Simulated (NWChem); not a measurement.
The numbers come from NWChem runs, not from measurements. System: F2Mg, charge 0, spin multiplicity 1, at a geometry optimised with PBE/def2-SVP. The structure started from a generated list of species. Level: TD-PBE/def2-SVPD.

Output (cleaned and shortened):

```
             Northwest Computational Chemistry Package (NWChem) 7.3.0
             --------------------------------------------------------

                                NWChem Input Module
                                -------------------

 Scaling coordinates for geometry "geometry" by  1.889725989
 (inverse scale =  0.529177249)

 Turning off AUTOSYM since
 SYMMETRY directive was detected!

                             Geometry "geometry" -> ""
                             -------------------------

 Output coordinates in angstroms (scale by  1.889725989 to convert to a.u.)

  No.       Tag          Charge          X              Y              Z
 ---- ---------------- ---------- -------------- -------------- --------------
    1 Mg                  12.0000     0.00000000     0.00000000     0.00000000
    2 F                    9.0000     0.00000000     0.00000000     1.76819600
    3 F                    9.0000     0.00000000     0.00000000    -1.76819600

 Effective nuclear repulsion energy (a.u.)      76.7640942341

            Nuclear Dipole moment (a.u.)
            ----------------------------
        X                 Y               Z
 ---------------- ---------------- ----------------
     0.0000000000     0.0000000000     0.0000000000

      Symmetry information
      --------------------

 Group name             D2h
 Group number             26
 Group order               8
 No. of unique centers     2

      Symmetry unique atoms

     1    2


 Summary of "ao basis" -> "" (spherical)
 ------------------------------------------------------------------------------
       Tag                 Description            Shells   Functions and Types
 ---------------- ------------------------------  ------  ---------------------
 *                         def2-svpd                  on all atoms

  pbe96 is a nonlocal functional; adding pw91lda local functional.

                                 NWChem DFT Module
                                 -----------------

 Summary of "ao basis" -> "ao basis" (spherical)
 ------------------------------------------------------------------------------
       Tag                 Description            Shells   Functions and Types
 ---------------- ------------------------------  ------  ---------------------
 Mg                        def2-svpd                 9       21   4s4p1d
 F                         def2-svpd                 9       23   4s3p2d

 Summary of "ao basis" -> "ao basis" (spherical)
[...]
     Transition Moments   XX -0.00000  XY  0.00000  XZ  0.00000
     Transition Moments   YY -0.00000  YZ  0.00000  ZZ  0.00000
     Dipole Oscillator Strength                    0.0597387942
     Electric Quadrupole                           0.0000000000
     Magnetic Dipole                               0.0000000000
     Total Oscillator Strength                     0.0597387942

          sigma_e =   2.1898 Angstrom
          sigma_h =   1.8881 Angstrom
         |d_h->e| =   0.0000 Angstrom
            d_exc =   2.9335 Angstrom
            d_CD1 =   0.3017 Angstrom
            d_CD2 =  -2.0389 Angstrom
            d_CD3 =   2.9335 Angstrom
     Pearson C.C. =  -0.0297

     Occ.   12  b2u ---  Virt.   16  ag   0.15610 X
     Occ.   13  b3u ---  Virt.   16  ag   0.98692 X
  ----------------------------------------------------------------------------
  Root   4 singlet b2u            0.220248238 a.u.                5.9933 eV
  ----------------------------------------------------------------------------
     Transition Moments    X -0.09965   Y  0.63002   Z -0.00000
     Transition Moments   XX -0.00000  XY  0.00000  XZ  0.00000
     Transition Moments   YY -0.00000  YZ  0.00000  ZZ  0.00000
     Dipole Oscillator Strength                    0.0597388091
     Electric Quadrupole                           0.0000000000
     Magnetic Dipole                               0.0000000000
     Total Oscillator Strength                     0.0597388091

          sigma_e =   2.1898 Angstrom
          sigma_h =   1.8881 Angstrom
         |d_h->e| =   0.0000 Angstrom
            d_exc =   2.9335 Angstrom
            d_CD1 =   0.3017 Angstrom
            d_CD2 =  -2.0389 Angstrom
            d_CD3 =   2.9335 Angstrom
     Pearson C.C. =  -0.0297

     Occ.   12  b2u ---  Virt.   16  ag   0.98692 X
     Occ.   13  b3u ---  Virt.   16  ag  -0.15610 X
  ----------------------------------------------------------------------------
  Root   5 singlet b1u            0.244511734 a.u.                6.6535 eV
  ----------------------------------------------------------------------------
     Transition Moments    X  0.00000   Y  0.00000   Z  0.78019
     Transition Moments   XX  0.00000  XY -0.00000  XZ -0.00000
     Transition Moments   YY  0.00000  YZ -0.00000  ZZ -0.00000
     Dipole Oscillator Strength                    0.0992211437
     Electric Quadrupole                           0.0000000000
     Magnetic Dipole                               0.0000000000
     Total Oscillator Strength                     0.0992211437

          sigma_e =   2.3092 Angstrom
          sigma_h =   1.9320 Angstrom
         |d_h->e| =   0.0000 Angstrom
            d_exc =   2.9823 Angstrom
            d_CD1 =   0.3772 Angstrom
            d_CD2 =  -2.1206 Angstrom
            d_CD3 =   2.9823 Angstrom
     Pearson C.C. =   0.0192

     Occ.   11  b1u ---  Virt.   16  ag   0.96516 X
     Occ.   11  b1u ---  Virt.   22  ag   0.05553 X
     Occ.   14  b3g ---  Virt.   17  b2u  0.17659 X
     Occ.   15  b2g ---  Virt.   18  b3u  0.17659 X
  ----------------------------------------------------------------------------
  Root   6 singlet ag             0.261050474 a.u.                7.1035 eV
  ----------------------------------------------------------------------------
     Transition Moments    X -0.00000   Y -0.00000   Z -0.00000
     Transition Moments   XX -0.19681  XY -0.00000  XZ -0.00000
     Transition Moments   YY -0.19682  YZ -0.00000  ZZ  2.92835
     Dipole Oscillator Strength                    0.0000000000
     Electric Quadrupole                           0.0000003084
     Magnetic Dipole                               0.0000000000
     Total Oscillator Strength                     0.0000003084

          sigma_e =   2.2842 Angstrom
          sigma_h =   1.9005 Angstrom
         |d_h->e| =   0.0000 Angstrom
            d_exc =   2.9887 Angstrom
            d_CD1 =   0.3837 Angstrom
            d_CD2 =  -2.0923 Angstrom
            d_CD3 =   2.9887 Angstrom
     Pearson C.C. =  -0.0118

     Occ.   10  ag  ---  Virt.   16  ag   0.96471 X
     Occ.   12  b2u ---  Virt.   17  b2u  0.17783 X
     Occ.   13  b3u ---  Virt.   18  b3u  0.17783 X

              Target root =      1
          Target symmetry = none
      Ground state energy =   -399.376991866629
        Excitation energy =      0.213998796473
     Excited state energy =   -399.162993070156

  stored tddft:energy   -399.16299307015640

 Task  times  cpu:       10.2s     wall:       10.2s

 Total times  cpu:       10.2s     wall:       10.2s
```

**Question.** Write an NWChem input that would produce this output.

**Answer.** This is not unique; one that fits is 
```
start mol
memory heap 200 mb stack 900 mb global 1100 mb
geometry units angstroms nocenter noautoz
  Mg     0.000000     0.000000     0.000000
  F      0.000000     0.000000     1.768196
  F      0.000000     0.000000    -1.768196
  symmetry group D2h
end
basis spherical
  * library def2-svpd
end
dft
  xc xpbe96 cpbe96
  semidirect memsize 60000000 filesize 0
  iterations 100
end
tddft
  rpa
  nroots 6
  notriplet
  thresh 1e-4
end
task tddft energy
```
